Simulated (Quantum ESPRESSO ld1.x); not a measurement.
Values are calculated unless marked as measured or tabulated.
Species: Os XLI. Configuration: [Kr]. Level of theory: scalar-relativistic Kohn-Sham, LDA (Slater exchange, VWN5 correlation), spin-polarised, spherical densities, point nucleus (ld1.x of Quantum ESPRESSO 7.5).

Radial electron density D(r) = 4 pi r^2 rho(r):

r (bohr)  D(r) (e/bohr)
0.002472          31.31
0.003143          42.10
0.003995          55.06
0.005079          69.54
0.006456          84.08
0.008207          96.35
0.01043           103.6
0.01326           104.1
0.01686           98.96
0.02143           93.67
0.02725           96.55
0.03436           111.3
0.04369           131.8
0.05554           139.8
0.0706            124.9
0.08975           104.6
0.1141            107.4
0.145             123.6
0.1844            109.5
0.2344            64.91
0.298             38.08
0.3788            33.34
0.4816            20.67
0.6122            5.801
0.7782           0.6162
0.9893          0.02035
1.258         0.0001599

D(r) has 3 maxima, at r = 0.0120, 0.0538, 0.152 bohr, and minima at 0.0229, 0.0988 bohr, inside which lie 1.89, 10.93 electrons.
